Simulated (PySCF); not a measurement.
N-methylbut-3-yn-1-amine (C5H9N), SMILES C#CCCNC. Coordinates come from a PBE-D3(BJ)/def2-SVP optimisation. The values are those of a single conformer.

Computed equilibrium geometry at PBE-D3(BJ)/def2-SVP (PySCF confirms it by a frequency run) as Cartesian coordinates in Å (one conformer of several):
```xyz
15

C      3.1200     0.4330     0.7162
C      1.9276     0.1918     0.8394
C      0.5015    -0.0926     0.9550
C     -0.2651     0.0527    -0.3717
N     -1.6624    -0.2952    -0.1910
C     -2.4412    -0.2549    -1.4152
H      4.1750     0.6433     0.6148
H      0.0530     0.5883     1.7145
H      0.3416    -1.1233     1.3398
H     -0.0979     1.0853    -0.7810
H      0.1762    -0.6422    -1.1192
H     -2.0825     0.3300     0.5081
H     -2.4075     0.7229    -1.9653
H     -2.0746    -1.0322    -2.1195
H     -3.5035    -0.4852    -1.1971
```
